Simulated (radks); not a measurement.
Question: These are the eigenvalues of the occupied orbitals of an atom or ion with whole-number occupations (hartree). Method: scalar-relativistic Kohn-Sham, exchange-only LDA, spin-polarised, spherical densities, point nucleus; computed with a radial shooting solver on a logarithmic mesh with Libxc functionals.

| orbital | eigenvalue |
|---|---|
| 1s | -286.4718 |
| 2s | -41.23264 |
| 2p | -36.53409 |
| 3s | -10.90923 |
| 3p | -9.50741 |

Which element is it, and in what charge state? The configuration may be excited. Open shells, if any, are filled with parallel spins first.

Answer: Z = 27, cobalt, charge +9: Co9+ in [Ar]. The list shows which subshells hold electrons but not how many an open one holds; the 1s level, -286.47 hartree, gives Z - s = 23.9 by -(Z - s)^2/2, which with screening and relativity narrows Z to a few neighbours, and the depths of the outer levels then fix element, charge and occupations together.
